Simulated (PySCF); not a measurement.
Correlation energy of B⁺ (boron, charge +1)

[He] 2s2, closed-shell 1S. All numbers are calculated (PySCF 2.14, no relativity, point nucleus, in pcseg-2). Frozen: 1s2; 2 electrons correlated.

Total MP2 correlation energy: -34.64 mhartree.

Same-spin part 0.00 and opposite-spin part -34.64 mhartree; SCS-MP2 scales them by 1/3 and 6/5 to -41.56 mhartree.

With two correlated electrons CCSD is exact within the correlated space (frozen core and kept virtual orbitals).

```csv
level,correlation energy (mhartree)
CCSD,-58.43
```

Diagnostics: T1 = 0.011, D1 = 0.0160, largest double amplitude 0.150.

Question: Is a single reference adequate?

Answer: Not fully. A double-excitation amplitude exceeds 0.15, a sign of near-degeneracy.
